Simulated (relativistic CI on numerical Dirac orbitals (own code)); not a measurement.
# W⁺: what numerical and physical settings do to a radial Dirac CI calculation

Reference input:

```
atom W  Z=74  charge=1  electrons=73
nucleus A=184  rms_radius_fm=5.3658
hamiltonian dirac-coulomb  breit=on  qed=on  c_scale=1
orbitals kli  potential=per-configuration
slater_scale 1
correlation none
mixing on
grid step=0.0125 r_max=129.7
scf mixing=0.4 start=green max_iterations=150 tolerance=2e-08 node_fill=0.05
configurations
  [Xe] 4f14 5d4 6s
  [Xe] 4f14 5d5
  [Xe] 4f14 5d3 6s2
end
```

Computed lowest total energy -16127.13205 Ha, first excitation 1007.4 cm⁻¹, 41 SCF steps. Runs with settings changed; * marks those that are bad on purpose (the QED terms keep the true α when c is scaled):

| Changed | Outcome | Lowest level | ΔE (Ha) | First excitation (cm⁻¹) | SCF steps | Message |
| --- | --- | --- | --- | --- | --- | --- |
| speed of light × 0.8, grid step 0.006 | converged | 5d⁴6s ⁶D1/2 | -623 | 1407.2 | 42 |  |
| end of the grid at 90.79 bohr | converged | 5d⁴6s ⁶D1/2 | 7.28e-12 | 1007.4 | 41 |  |
| SCF mixing 0.9, start potential previous, SCF tolerance 1e-10 | converged | 5d⁴6s ⁶D1/2 | 1.64e-11 | 1007.4 | 39 |  |
| SCF mixing 0.2 | converged | 5d⁴6s ⁶D1/2 | -7.42e-10 | 1007.4 | 60 |  |
| grid step 0.3 * | converged | 5d⁴6s ⁶D1/2 | -1.94 | 896.2 | 44 | orbitals of one symmetry overlap by 1.4e-02 |
| nuclear radius 5365.8 fm * | converged | 5d⁵ ⁶S5/2 | 7870 | 26518.7 | 36 |  |

With so few configurations and no correlation, terms lie too far apart (by 10 to 50 % near neutrality), their order can be wrong, and levels of other configurations are missing.
